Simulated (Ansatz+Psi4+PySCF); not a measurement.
The numbers below are computed, except where a source is named.
## PySCF 2.14.0 run

```python
from pyscf import gto, scf, mp

mol = gto.M(atom="""
V 0.000000 0.000000 0.000000
N 0.000000 0.000000 1.566000
""", basis='cc-pvtz', charge=0, spin=2)
mf = scf.UHF(mol)
mf.kernel()
pt = mp.MP2(mf, frozen=10).run()
print(mf.e_tot, pt.e_corr, pt.e_tot)
```

The script is written out from the run's settings.

Output:

```
Converged                       : yes
Reference energy                : -997.20438 hartree
Correlation energy              : -0.43527 hartree
Total energy                    : -997.63965 hartree
Spin squared of the determinant : 2.238
```

Messages of the program:
```
WARN: HOMO -0.0988053087323053 >= LUMO -0.208705853370668
WARN: HOMO -0.0988053087323053 >= LUMO -0.208705853370668
```

The reference isn't the lowest determinant (another lies 1.75 eV lower), but the same method gives a higher total on the lower determinant. Caution: another spin multiplicity may lie lower; the unrestricted determinant is spin contaminated.
